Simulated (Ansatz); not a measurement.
Input file for Ansatz (a quantum-chemistry and plane-wave program): R-PBE/def2-TZVPP on CH4GeO2 (SMILES C[O][Ge][OH]), a point of a torsion scan.

Ansatz 0.2 input:
```yaml
crystal:
  periodic: [false, false, false]
  atoms:
    - {symbol: C, position_ang: [-0.95436602, 0.17373396, 0.34618117]}
    - {symbol: O, position_ang: [-0.83895560, -1.11773768, -0.19428447]}
    - {symbol: Ge, position_ang: [-1.59781321, -2.19457770, -1.39132806]}
    - {symbol: O, position_ang: [-2.92329428, -1.21393502, -2.06292640]}
    - {symbol: H, position_ang: [-1.74603635, 0.20389884, 1.09948959]}
    - {symbol: H, position_ang: [-0.00491423, 0.43603096, 0.81948910]}
    - {symbol: H, position_ang: [-1.17891595, 0.91441699, -0.42759023]}
    - {symbol: H, position_ang: [-3.16224276, -0.32669819, -1.80162241]}
basis:
  gaussian:
    orbitals: def2-TZVPP
hamiltonian:
  xc: {name: PBE}
scf: {lower_state_search: off}
```

Problem. Predict the final total energy.

Solution. -2267.5607 hartree.
